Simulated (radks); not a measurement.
Trend from Zr to Cd: ionisation energy by Delta-SCF between NIST ground configurations, and size. Method: scalar-relativistic Kohn-Sham, LDA (Slater exchange, Perdew-Wang correlation), spin-polarised, spherical densities, finite nucleus; open shells are filled with parallel spins first (spin-orbit coupling, left out, can overturn this in heavy ions); Fermi nuclear charge, rms radius of each element as measured or else 0.836 A^(1/3) + 0.57 fm; computed with a radial shooting solver on a logarithmic mesh with Libxc functionals.

\begin{tabular}{lrrrrrrr}
species & configuration & IE (eV) & NIST (eV) & kind & outermost & <r> outermost (bohr) & r at 0.001 e/bohr^3 (bohr) \\ \hline
Zr & [Kr] 4d2 5s2 & 6.727 & 6.634 & exp. & 5s & 3.79 & 5.06 \\
Nb & [Kr] 4d4 5s1 & 7.402 & 6.759 & exp. & 5s & 3.58 & 4.77 \\
Mo & [Kr] 4d5 5s1 & 7.716 & 7.092 & exp. & 5s & 3.44 & 4.64 \\
Tc & [Kr] 4d5 5s2 & 7.306 & 7.119 & exp. & 5s & 3.46 & 4.75 \\
Ru & [Kr] 4d7 5s1 & 8.033 & 7.361 & exp. & 5s & 3.26 & 4.47 \\
Rh & [Kr] 4d8 5s1 & 8.124 & 7.459 & exp. & 5s & 3.20 & 4.39 \\
Pd & [Kr] 4d10 & 9.237 & 8.337 & exp. & 4d & 1.59 & 4.08 \\
Ag & [Kr] 4d10 5s1 & 8.256 & 7.576 & exp. & 5s & 3.09 & 4.25 \\
Cd & [Kr] 4d10 5s2 & 9.418 & 8.994 & exp. & 5s & 2.87 & 4.37 \\
\end{tabular}

Reference values: NIST Atomic Spectra Database (exp. = measured, semi-emp. = semi-empirical, theory = theoretical value adopted there). Open shells are spherical and high-spin; term and fine-structure splittings are not resolved.
